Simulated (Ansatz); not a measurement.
PBE exchange is replaced step by step with exact exchange (0 % is PBE, 25 % PBE0; no dispersion term), basis def2-TZVPD, Ansatz. System: [MoS4]2- (MoS₄²⁻). The state is a singlet with charge -2. Geometry: B3LYP-D4/def2-SVPD.

Geometry of the singlet:

Cartesian coordinates in Å:
```
Mo 0.000 0.000 0.000
S -1.601 1.300 -0.807
S -0.317 -0.300 2.171
S 1.968 0.960 -0.333
S -0.050 -1.959 -1.032
```

In the def2 sets Mo takes a core potential; there is no spin–orbit coupling. A multiply charged anion in the gas phase is held together partly by the finite basis. Removing one electron lowers the energy by 0.39 eV at PBE0-D4/def2-TZVPD, so it isn't bound. At PBE-D4/def2-TZVPD, PBE with 5 % exact exchange/def2-TZVPD, PBE with 10 % exact exchange/def2-TZVPD, PBE with 15 % exact exchange/def2-TZVPD and others the highest occupied level of the charge -2 singlet lies above zero (up to 2.78 eV). By energy differences it is unbound by 0.59 eV (vertical, to the charge -1 doublet, at PBE-D4/def2-TZVPD) and held by the finite basis.

```tsv
exact exchange (%)	HOMO (eV)	LUMO (eV)	gap (eV)
0	2.78	4.95	2.17
5	2.59	5.07	2.47
15	2.22	5.30	3.08
25	1.84	5.54	3.71
35	1.45	5.79	4.34
50	0.85	6.00	5.15
```

(1) Fit a straight line to the column «gap (eV)» against the share of exact exchange and predict its value at 10 %.

## Answers

(1) With x = exact exchange (%) and y = gap (eV): mean x = 21.67, mean y = 3.487; Σ(x − x̄)(y − ȳ) = 107.4, Σ(x − x̄)² = 1783; slope b = 0.06024, intercept a = ȳ − b·x̄ = 2.182. The residuals of the fitted rows reach 0.05. At x = 10 the line gives 2.182 + (0.06024 × 10) = 2.78; the run gave 2.78, the same within rounding.
